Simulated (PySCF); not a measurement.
Correlation energy of Sr⁻ (strontium, charge -1)

[Kr] 4d1 5s2, 2D determinant. Calculation: PySCF 2.14, in def2-QZVPPD with the def2 core potential (28 electrons); a scalar-relativistic core potential. Frozen: nothing; 11 electrons correlated.

```csv
level,correlation energy (mhartree)
CCSD,-270.68
(T),-13.00
CCSD(T),-283.68
```

Diagnostics: T1 = 0.037, D1 = 0.1305, largest double amplitude 0.199.

Problem. Is a single reference adequate?

Solution. Not fully. The configuration of this anion was assumed by filling the next shell in order. It is not the known or likely ground configuration (Ca⁻, Sr⁻ and Ba⁻, for instance, bind a p electron), so these values are not the electron affinity of the element. T1 exceeds 0.03, a sign that the reference determinant is poor. A double-excitation amplitude exceeds 0.15, a sign of near-degeneracy.

The basis has no tight functions for the innermost shells, so their pair energies are far from complete.

This basis was not built for core-valence correlation, so the inner-shell part is incomplete.
